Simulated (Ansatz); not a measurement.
Molecule: MgBr (charge 0, doublet). 
Structure (B3LYP-D3(BJ)/def2-TZVP (Ansatz, a quantum-chemistry and plane-wave program) minimum search):
```
Mg
Br 1 2.3824
```
Charge 0, spin multiplicity 2.

Basis-set convergence of Hartree-Fock and CCSD correlation energies (hartree) with Ansatz. Correlated levels leave the core frozen unless marked. UHF or UKS for open shells. No spin-orbit coupling. The frozen core is the preceding noble-gas configuration, with the filled d and f shells of earlier blocks. No relativistic terms.

```json
[
 {"basis": "def2-SVP", "functions": "50", "E(HF)": "-2771.70900", "E(corr, CCSD)": "-0.14309"},
 {"basis": "def2-TZVPP", "functions": "80", "E(HF)": "-2772.09644", "E(corr, CCSD)": "-0.19078"},
 {"basis": "def2-QZVPP", "functions": "152", "E(HF)": "-2772.15442", "E(corr, CCSD)": "-0.21063"}
]
```

Extrapolating the two largest sets (X = 3 and 4) as X^-3: E(corr) = (64·(-0.21063) - 27·(-0.19078))/37 = -0.2251 Eh, an estimate of the basis-set limit. The largest set recovers 93.6 % of it, the smallest 63.6 %.
